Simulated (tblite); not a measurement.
Compound: C6H15OP.
Geometry (GFN2-xTB, Å), atoms numbered from 1 in this order:
```xyz
23
C6H15OP angstrom
C     -2.567    1.017   -0.711
C     -2.176   -0.291   -0.039
C     -0.810   -0.206    0.637
C     -0.436   -1.533    1.289
P      0.450    0.165   -0.663
O      0.337   -0.658   -1.869
C      2.108    0.097    0.124
C      3.122    0.603   -0.892
H     -1.885    1.226   -1.535
H     -2.529    1.844   -0.004
H     -3.576    0.953   -1.113
H     -2.930   -0.569    0.704
H     -2.135   -1.081   -0.793
H     -0.807    0.597    1.380
H     -0.245   -2.277    0.516
H     -1.249   -1.894    1.917
H      0.453   -1.434    1.907
H      0.324    1.538   -0.896
H      2.126    0.695    1.036
H      2.315   -0.946    0.377
H      3.033    0.027   -1.811
H      2.936    1.650   -1.127
H      4.138    0.505   -0.515
```

All values are computed: GFN2-xTB (tblite) harmonic vibrations without scaling, gas phase. This tight-binding method is rough: wavenumbers can miss measured ones by several per cent, in bad cases by 10 to 20. Modes of hydrogen on phosphorus can be 10 to 20 % off. One conformer, not necessarily the lowest.

Harmonic wavenumbers (cm⁻¹): 62.3, 78.5, 96.8, 129.6, 176.4, 191.5, 211.1, 223.3, 247.9, 268.0, 338.8, 354.2, 417.3, 480.6, 641.9, 713.6, 755.9, 826.9, 874.1, 894.7, 927.7, 979.7, 990.4, 1014.8, 1023.6, 1047.6, 1070.9, 1079.5, 1119.9, 1166.2, 1215.9, 1224.2, 1250.3, 1264.8, 1277.0, 1283.9, 1346.3, 1404.8, 1407.1, 1411.0, 1433.5, 1479.0, 1489.1, 1492.5, 1493.7, 1494.4, 1497.4, 1500.9, 2251.0, 2927.8, 2952.2, 2953.0, 2974.0, 2976.8, 3010.8, 3012.1, 3015.8, 3016.8, 3018.2, 3024.6, 3027.7, 3032.6, 3034.8.

A = 2679, B = 1080, C = 920.9 MHz; mass 134.086 u (most abundant isotopes); point group C1, symmetry number 1.

**Question.** Zero-point energy?

**Answer.** ½Σν̃ = 43799 cm⁻¹ = 125.23 kcal/mol.

**Question.** What is S at 400 K and 1 bar for an ideal gas of classical rigid rotors and harmonic oscillators?

**Answer.** Translation 42.08, rotation 30.06, vibration 44.90: S = 117.0 cal/(mol K).

**Question.** And Cp and H(400 K) − H(0)?

**Answer.** Cp = 53.57 cal/(mol K), of which vibrations give 45.62 (their classical limit is 63 R = 125.2); H(400 K) − H(0) = 12.56 kcal/mol without the zero-point energy, 9.38 from vibrations.

**Question.** What must be added to the electronic energy to get the Gibbs energy at 400 K and 1 bar?

**Answer.** ZPE + [H(400 K) − H(0)] − T·S = 125.23 + 12.56 − 46.82 = 90.97 kcal/mol.

**Question.** Which modes carry the vibrational entropy at 400 K?

**Answer.** 62.3 cm⁻¹: 4.96; 78.5 cm⁻¹: 4.51; 96.8 cm⁻¹: 4.09; 129.6 cm⁻¹: 3.52; 176.4 cm⁻¹: 2.92; 191.5 cm⁻¹: 2.77 cal/(mol K); the other 57 give 22.13 together.

**Question.** How do the functions run with temperature in this model?

**Answer.** 
```tsv
T (K)	S (cal/(mol K))	Cp (cal/(mol K))	H − H(0) (kcal/mol)	G − H(0) (kcal/mol)	ln q(vib)
100	70.3	21.3	1.38	-5.65	1.67
200	88.5	31.8	4.06	-13.63	4.77
300	103.3	42.3	7.76	-23.24	7.83
500	130.1	63.8	18.44	-46.62	13.73
800	165.5	86.5	41.26	-91.11	22.24
1000	185.9	96.6	59.61	-126.28	27.58
```

q(vib) and H(0) count from the zero-point level.

Hindered rotation and anharmonicity are outside this model. Other conformers, if any are populated, would add a mixing term that is left out. The structure is chiral; the term R ln 2 for an equal mix with its mirror image is left out.
